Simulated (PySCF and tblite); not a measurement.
C₇H₇NSi, numbered as in [CH:1]#[C:2][c:3]1[cH:4][cH:5][c:6]([SiH3:7])[n:8][cH:9]1.

Free energies: PBE0-D3(BJ)/pcSseg-1 on GFN2-xTB structures plus GFN2-xTB thermal terms, symmetry and mirror images included. Conformers within 2.5 kcal/mol (GFN2-xTB free energy) were kept, 3 at most. GIAO shieldings: PBE0/pcSseg-1. Shifts are against TMS (¹H), TMS (¹³C), TMS (²⁹Si), NH3 (¹⁵N) at the same level. Programs: PySCF with density fitting and tblite.

(1) Predict the averaged NMR shifts at 298.15 K.

Unscaled ²⁹Si and ¹⁵N shifts at such levels can be off by tens of ppm; differences between conformers or isomers are more reliable. Shifts are unscaled: against experiment ¹³C can be off by 15 ppm or more and ¹H by 0.8 ppm.

Answers

(1) ¹H: 9.24 (H9, 1H), 7.98 (H4, 1H), 7.83 (H5, 1H), 4.53 (H7, 3H), 3.03 (H1, 1H) ppm. ¹³C: 166.6 (C6), 159.5 (C9), 144.8 (C4), 135.8 (C5), 122.0 (C3), 92.3 (C1), 86.5 (C2) ppm. ²⁹Si: -73.8 (Si7) ppm. ¹⁵N: 380.9 (N8) ppm.


¹⁵N shifts are against a computed isolated NH3 molecule, about 20 ppm from the liquid.